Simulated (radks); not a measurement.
Polarisability of neutral copper, [Ar] 3d10 4s1, at imaginary frequency. All-electron calculation, non-relativistic Kohn-Sham, exchange-only LDA, spin-polarised, spherical densities, point nucleus; open shells are filled with parallel spins first. Program: a radial shooting solver on a logarithmic mesh with Libxc functionals. Response by self-consistent Sternheimer equations with the Hartree and adiabatic exchange-only LDA kernel.

w (hartree)  alpha1(iw) (bohr^3)  alpha2(iw) (bohr^5)
0.00266                    47.33                472.1
0.0143                     46.97                462.9
0.0360                     45.08                435.5
0.0697                     40.04                393.4
0.118                      31.70                335.5
0.186                      22.50                260.4
0.280                      14.93                181.5
0.413                      9.648                115.1
0.605                      6.180                67.64
0.892                      3.908                37.25
1.35                       2.389                19.11
2.12                       1.360                8.922
3.59                      0.6771                3.595
6.94                      0.2590                1.113
17.5                     0.05673               0.1969

Static values: alpha1 = 47.34 bohr^3 (7.015 angstrom^3; uncoupled 70.88), alpha2 = 456.3 bohr^5, alpha3 = 9172 bohr^7. C6 = 315.2, C8 = 16370, triple-dipole C9 = 10370 atomic units. One-pole (London) frequency 4 C6 / (3 alpha1^2) = 0.188 hartree, against 0.151 for minus the highest occupied eigenvalue. The dipole shielding factor is 1.000, as the force sum rule N/Z = 1.000 demands. Recommended static value: 46.5 bohr^3 (Schwerdtfeger and Nagle, 2023 table).
